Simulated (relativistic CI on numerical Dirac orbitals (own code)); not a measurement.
## Rb3+: what numerical and physical settings do to a radial Dirac CI calculation

Reference input:

```
atom Rb  Z=37  charge=3  electrons=34
nucleus A=85  rms_radius_fm=4.2036
hamiltonian dirac-coulomb  breit=on  qed=on  c_scale=1
orbitals kli  potential=per-configuration
slater_scale 1
correlation none
mixing on
grid step=0.0125 r_max=37.3
scf mixing=0.4 start=green max_iterations=150 tolerance=2e-08 node_fill=0.05
configurations
  [Ar] 3d10 4s2 4p4
  [Ar] 3d10 4s 4p5
  [Ar] 3d10 4s2 4p3 4d
  [Ar] 3d10 4p6
  [Ar] 3d10 4s2 4p2 4d2
end
```

Computed lowest total energy -2974.70393 Ha, first excitation 6071.9 cm⁻¹, 56 SCF steps. Runs with settings changed; * marks those that are bad on purpose:

```tsv
Changed	Outcome	Lowest level	ΔE (Ha)	First excitation (cm⁻¹)	SCF steps	Message
QED terms off	converged	4s2 4p4 3P_2	-1.05	6057.7	56	
Slater scale 0.5	converged	4s2 4p4 3P_2	0.0386	5491.0	56	
Slater scale 0.6, iteration limit 30	converged	4s2 4p4 3P_2	0.0321	5832.1	56	
nuclear radius 3.7832 fm	converged	4s2 4p4 3P_2	-0.00491	6071.9	56	
nuclear radius 4203.6 fm *	converged	4p6 1S_0	1030	32744.9	55	
end of the grid at 1.12 bohr *	not converged				1	SCF of 1s2 2s2 2p6 3s2 3p6 3d10 4s2 4p4 stopped: an orbital could not be found
```

With so few configurations and no correlation, terms lie too far apart (by 10 to 50 % near neutrality), their order can be wrong, and levels of other configurations are missing.
